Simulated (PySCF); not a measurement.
PySCF 2.14 output of an unrestricted PBE0 calculation on a single atom or ion in x2c-TZVPPall (8s6p6d2f1g, 79 functions), with scalar relativity by spin-free X2C-1e:

```
SCF conv_tol = 1e-09
number electrons alpha = 21  beta = 18
    C. Adamo and V. Barone.,  J. Chem. Phys. 110, 6158 (1999)
    M. Ernzerhof and G. E. Scuseria.,  J. Chem. Phys. 110, 5029 (1999)
cycle= 1 E= -4046.168901344  delta_E= -0.00639  |g|= 0.0363  |ddm|= 0.08
cycle= 2 E= -4046.16899145898  delta_E= -9.01e-05  |g|= 0.00988  |ddm|= 0.0119
cycle= 3 E= -4046.16899651464  delta_E= -5.06e-06  |g|= 0.00084  |ddm|= 0.00218
cycle= 4 E= -4046.16899660793  delta_E= -9.33e-08  |g|= 0.000294  |ddm|= 0.000724
cycle= 5 E= -4046.16899662233  delta_E= -1.44e-08  |g|= 2.77e-06  |ddm|= 0.000203
cycle= 6 E= -4046.16899662234  delta_E= -8.64e-12  |g|= 2.14e-07  |ddm|= 3.78e-06
converged SCF energy = -4046.16899662234  <S^2> = 3.7512888  2S+1 = 4.0006443
```

The run itself started from symmetry-adapted Hartree-Fock orbitals and held the occupation by maximum overlap, on a logarithmic radial grid, so the iterations belong to that start.

Q: Which element, charge and spin multiplicity is this?

A: Mo³⁺ (molybdenum, charge +3), multiplicity 4; the state was [Kr] 4d3, high-spin 4F determinant.
